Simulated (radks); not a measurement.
The numbers below are computed, except where a source is named.
Q: Coherent X-ray form factor from a spherical all-electron density. Code: a radial shooting solver on a logarithmic mesh with Libxc functionals. Model: scalar-relativistic Kohn-Sham, MS2 meta-GGA, spin-polarised, spherical densities, finite nucleus; meta-GGA in the generalised Kohn-Sham scheme; Fermi nuclear charge, rms radius of each element as measured or else 0.836 A^(1/3) + 0.57 fm.

sin(theta)/lambda (1/angstrom),f0 (electrons)
0.05,49.877
0.1,49.511
0.15,48.911
0.2,48.091
0.25,47.069
0.3,45.868
0.4,43.034
0.5,39.813
0.6,36.430
0.8,29.940
1,24.613
1.25,19.975
1.5,17.085
2,13.559

The species is in the configuration that NIST lists as its ground one. Which atom or ion scatters so?

A: The hafnium ion Hf22+, [Kr] 4d10 4f4. Extrapolating in s^2 from the first two rows gives f0(0) = 50.0, near the electron count 50; among species with that count, the fall with angle is slower the higher Z, and the table is that of Z = 72; from so few rows the species is fixed only to a neighbour or two.
